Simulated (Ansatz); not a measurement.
AlH7N2OSi (`[NH2][Al]([NH2])[O][SiH3]`), relaxed with RKS PBE0-D4/def2-TZVP in Ansatz from a PBE-D4/def2-SVP geometry. The force threshold is 0.005 eV/Å; the program also tests the step.

The species carries charge 0 and has multiplicity 1.

Start:

```xyz
12

N     0.403   -2.249   -0.427
Al    0.526   -0.478   -0.516
N     1.686    0.339   -1.588
O    -0.510    0.477    0.462
Si   -1.497    1.368    1.440
H     0.963   -2.917   -0.959
H    -0.251   -2.746    0.180
H     2.354   -0.119   -2.209
H     1.779    1.353   -1.661
H    -1.735    0.662    2.752
H    -0.883    2.712    1.741
H    -2.835    1.599    0.784
```

```json
{"step": "1", "energy (eV)": "-19611.0929", "largest force (eV/Å)": "0.619", "largest move (Å)": "0.000"}
{"step": "2", "energy (eV)": "-19611.1557", "largest force (eV/Å)": "0.381", "largest move (Å)": "0.040"}
{"step": "3", "energy (eV)": "-19611.1684", "largest force (eV/Å)": "0.049", "largest move (Å)": "0.023"}
{"step": "4", "energy (eV)": "-19611.1685", "largest force (eV/Å)": "0.011", "largest move (Å)": "0.006"}
{"step": "5", "energy (eV)": "-19611.1685", "largest force (eV/Å)": "0.005", "largest move (Å)": "0.004"}
{"step": "6", "energy (eV)": "-19611.1685", "largest force (eV/Å)": "0.001", "largest move (Å)": "0.004"}
{"step": "7", "energy (eV)": "-19611.1685", "largest force (eV/Å)": "0.003", "largest move (Å)": "0.006"}
{"step": "8", "energy (eV)": "-19611.1685", "largest force (eV/Å)": "0.003", "largest move (Å)": "0.007"}
{"step": "9 (rejected)", "energy (eV)": "-19611.1685", "largest force (eV/Å)": "0.006", "largest move (Å)": "0.008"}
{"step": "10", "energy (eV)": "-19611.1685", "largest force (eV/Å)": "0.002", "largest move (Å)": "0.004"}
```

End:

```xyz
12

N     0.395   -2.227   -0.419
Al    0.513   -0.471   -0.496
N     1.655    0.345   -1.561
O    -0.501    0.458    0.478
Si   -1.469    1.347    1.417
H     0.949   -2.875   -0.952
H    -0.245   -2.722    0.178
H     2.304   -0.107   -2.182
H     1.748    1.345   -1.625
H    -1.717    0.660    2.714
H    -0.853    2.673    1.701
H    -2.779    1.573    0.747
```

Run time 37 s (4 threads of a server CPU on a shared host); peak host memory 0.6 GiB.
